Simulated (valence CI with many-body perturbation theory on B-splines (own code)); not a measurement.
The numbers below are computed, except where a source is named.
## Er³⁵⁺: what each term of the Hamiltonian does

Level of theory: valence CI with perturbative core correlation (CI+MBPT): five valence electrons over a frozen Dirac-Fock core [Ar] 3d10, radial functions for each j: 9 s, 9 p, 8 d, 6 f, 3 g, 1 h, with the one-electron correlation potential Σ1, the two-electron term Σ2, the three-electron term Σ3, Breit, model QED; selected CI, second order for the rest (own B-spline code, finite nucleus).

No measured spectrum was set against this ion. As an estimate, large intervals hold to a few tenths of a per cent, small ones and those within an open d or f shell to about a per cent. Among the levels kept, up to 300 cm⁻¹ of a level comes from second order outside the variational space, and about a tenth of that is noise between levels of different J, which matters for small intervals.

Each rung adds one term. CI alone is the Dirac-Coulomb CI over the frozen core; QED comes last and gives the full result, which names the levels. Energies are above (4s^2 4p1/2^2 4p3/2) J=3/2 on the same rung, in eV.

Levels are named by their leading jj configuration (3d3/2^4 stands for four electrons in 3d with j = 3/2), which in mixed levels can hold well under half, so a name can repeat and another be missing. Letters in brackets count levels of one name in rising energy.

| Level | CI alone |
| --- | --- |
| (4s^2 4p1/2 4p3/2^2) J=3/2 | 55.07 |
| (4s^2 4p1/2 4p3/2^2) J=5/2 | 60.00 |
| (4s^2 4p1/2 4p3/2^2) J=1/2 | 66.10 |
| (4s^2 4p3/2^3) J=3/2 | 122.00 |
| (4s^2 4p1/2^2 4d3/2) J=3/2 | 132.53 |
| (4s 4p1/2^2 4p3/2^2) J=5/2 | 135.67 |
| (4s 4p1/2^2 4p3/2^2) J=1/2 | 151.59 |
| (4s^2 4p1/2^2 4d5/2) J=5/2 | 154.63 |
| (4s 4p1/2^2 4p3/2^2) J=3/2 | 154.51 |
| (4s^2 4p1/2 4p3/2 4d3/2) J=3/2 [a] | 187.44 |
| (4s^2 4p1/2 4p3/2 4d3/2) J=5/2 [a] | 187.97 |
| (4s^2 4p1/2 4p3/2 4d3/2) J=1/2 [a] | 188.19 |
| (4s 4p1/2 4p3/2^3) J=3/2 | 192.51 |
| (4s^2 4p1/2 4p3/2 4d3/2) J=7/2 | 192.96 |
| (4s 4p1/2 4p3/2^3) J=5/2 | 198.32 |
| (4s^2 4p1/2 4p3/2 4d5/2) J=7/2 [a] | 201.06 |

Q: What do these energies become with core correlation, Breit and QED?

A: (4s^2 4p1/2 4p3/2^2) J=3/2 54.88 (-0.185); (4s^2 4p1/2 4p3/2^2) J=5/2 59.69 (-0.312); (4s^2 4p1/2 4p3/2^2) J=1/2 65.72 (-0.381); (4s^2 4p3/2^3) J=3/2 121.42 (-0.580); (4s^2 4p1/2^2 4d3/2) J=3/2 131.88 (-0.642); (4s 4p1/2^2 4p3/2^2) J=5/2 135.27 (-0.407); (4s 4p1/2^2 4p3/2^2) J=1/2 150.80 (-0.795); (4s^2 4p1/2^2 4d5/2) J=5/2 153.37 (-1.269); (4s 4p1/2^2 4p3/2^2) J=3/2 153.43 (-1.085); (4s^2 4p1/2 4p3/2 4d3/2) J=3/2 [a] 186.59 (-0.853); (4s^2 4p1/2 4p3/2 4d3/2) J=5/2 [a] 187.07 (-0.901); (4s^2 4p1/2 4p3/2 4d3/2) J=1/2 [a] 187.31 (-0.874); (4s 4p1/2 4p3/2^3) J=3/2 191.86 (-0.651); (4s^2 4p1/2 4p3/2 4d3/2) J=7/2 191.92 (-1.037); (4s 4p1/2 4p3/2^3) J=5/2 197.46 (-0.855); (4s^2 4p1/2 4p3/2 4d5/2) J=7/2 [a] 199.94 (-1.120).

Q: How does the ionisation energy move along the ladder, and which term matters most?

A: CI alone 1517.4, + Σ1 1518.9, + Σ2 1519.1, + Σ3 1518.8, + Breit 1517.8, + QED 1517.8 eV. The largest step is Σ1, 1.5 eV. NIST lists 1516 ± 5 eV (theoretical).
